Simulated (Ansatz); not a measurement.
`OC1(F)BS1` + H₂ → `FC1BS1` + H₂O at 298.15 K and 1 bar (hydrogenolysis of a C–O bond).

Computed with Ansatz on PBE0-D4/def2-TZVP structures; ΔE is electronic, products minus reactants. CCSD(T)/CBS is the MP2 limit (def2-TZVPP, def2-QZVPP) plus CCSD(T) − MP2 in def2-TZVPP, frozen cores. This one scheme is used for every species. One conformer a species, not always the lowest.

```tsv
species	CCSD(T)/CBS energy (Eh)	H − E (kJ/mol)	S (J/(mol·K))
`OC1(F)BS1`	-636.76572	112.2	303.3
H₂	-1.17544	35.1	130.4
`FC1BS1`	-561.59037	98.1	280.2
H₂O	-76.37941	66.4	188.7
```

H − E and S are ideal-gas, rigid-rotor, harmonic terms from PBE0-D4/def2-TZVP, for one conformer and one mirror image of each species. The MP2-based limit puts H₂ 0.8 mEh under its directly extrapolated value; such offsets cancel only in part. 1 Eh = 2625.50 kJ/mol, R = 8.31446 J/(mol·K).

Task: By hand: ΔE, ΔH, ΔS and ΔG.

Result: ΔE = (-561.59037) + (-76.37941) − (-636.76572) − (-1.17544) = -0.02862 Eh = -75.1 kJ/mol. Δ(H − E) = 98.1 + 66.4 − 112.2 − 35.1 = 17.2, so ΔH = -57.9 kJ/mol. ΔS = 280.2 + 188.7 − 303.3 − 130.4 = 35.2 J/(mol·K). ΔG = -57.9 − 298.15 × (35.2)/1000 = -68.4 kJ/mol.

Task: By hand: the equilibrium constant, and the temperature at which ΔG would vanish if ΔH and ΔS stayed fixed.

Result: log₁₀ K = −ΔG/(RT ln 10) = 12.0. ΔH and −TΔS have one sign here, so there is no such temperature.

ΔH outweighs TΔS. A doubt of 5 kJ/mol in ΔE shifts log₁₀ K by 0.9 here. Other conformers and mirror images would add mixing entropy, several J/(mol·K) or more a flexible species. These are equilibria of isolated gas molecules and say nothing of rates. Largest T1 diagnostic: 0.016 (customary marks: 0.02 for closed shells, 0.045 for open ones).
